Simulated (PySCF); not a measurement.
C₂H₅Si, SMILES [Si](C)[CH2] (connectivity only; charge and spin as stated), charge +1, multiplicity 1. Heavy atoms are numbered as in [CH2:1][Si:2][CH3:3]. Hydrogens are named by the atom that carries them.

Geometry optimised at PBE0-D3(BJ)/def2-TZVP. The multiplicity is an assumed one; other spin states were not compared. The isomer is the one that the SMILES or the coordinates give; other isomers of the formula were not compared.

Method: B3LYP/pcSseg-2 (PySCF).

GIAO shieldings, no solvent; atoms alike by connectivity are averaged. δ = σ(ref) − σ: ¹³C against TMS (σ = 181.3 ppm); ²⁹Si against TMS (σ = 325.2 ppm); ¹H against TMS (σ = 31.68 ppm), references at their B3LYP-D3(BJ)/def2-TZVP geometries, non-relativistic.

```csv
atoms,nucleus,count,δ (ppm)
C1 (CH2),¹³C,1,109.2
C3 (CH3),¹³C,1,(withheld)
Si2,²⁹Si,1,470.2
H on C1,¹H,2,(withheld)
H on C3,¹H,3,3.28
```

Q: Complete the blanks. (Estimate from the structure and the level; the computed values follow.)

A: 
- C3 (CH3), δ (ppm): 16.7
- H on C1, δ (ppm): 8.22
